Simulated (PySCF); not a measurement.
Isomers of C8H10N2Si. Method used: PBE0-D3(BJ)/def2-SVP geometry optimisation, gas phase (PySCF). One conformer each; no zero-point energy, no entropy. No frequencies were run at this level. Point groups hold within 0.08 Å.

Problem. Order them by energy at this level, lowest first, and give relative energies in kcal/mol.
A. `[CH:1]#[C:2][CH2:3][C:4](=[CH2:5])[c:6]1[cH:7][n:8][cH:9][n:10]1[SiH3:11]` with C2–C3–C4–C5 -117°, C3–C4–C6–C7 28°
B. `[N:1]#[C:2][C:3]1([SiH2:4][n:5]2[cH:6][cH:7][cH:8][cH:9]2)[CH2:10][CH2:11]1` with C2–C3–Si4–N5 70°, C3–Si4–N5–C6 97°
C. `[CH:1]#[C:2][c:3]1[cH:4][n:5]([SiH2:6][CH:7]2[CH2:8][CH2:9]2)[cH:10][n:11]1` with C4–N5–Si6–C7 -159°, N5–Si6–C7–C8 -151°

Solution. B (0.0), C (29.3), A (35.0).

As drawn, the lowest has a three-membered ring, a C≡N group and an Si–C bond, which the highest lacks; the highest has a C≡C bond and a C=C bond outside aromatic rings, which the lowest lacks.

```
                 SMILES      E (Eh)  E rel (kcal/mol)  dipole (D)  point group       A, B, C (MHz)
N#CC1([SiH2]n2cccc2)CC1  -708.84473               0.0        4.29           C1  1735, 650.1, 563.9
C#Cc1cn([SiH2]C2CC2)cn1  -708.79798              29.3        4.90           C1  3744, 420.3, 385.9
 C#CCC(=C)c1cncn1[SiH3]  -708.78887              35.0        3.04           C1  1301, 759.0, 612.0
```

Problem. How do the relative energies change in single points at PBE0/pcSseg-1 (no added dispersion term) on the same geometries?

Solution. 
| SMILES | PBE0-D3(BJ)/def2-SVP (kcal/mol) | PBE0/pcSseg-1 (kcal/mol) | shift |
| --- | --- | --- | --- |
| N#CC1([SiH2]n2cccc2)CC1 | 0.0 | 0.0 | 0.0 |
| C#Cc1cn([SiH2]C2CC2)cn1 | 29.3 | 29.2 | -0.1 |
| C#CCC(=C)c1cncn1[SiH3] | 35.0 | 35.5 | +0.5 |

Each column counts from its own lowest isomer. The order is unchanged; the largest shift is 0.5 kcal/mol.
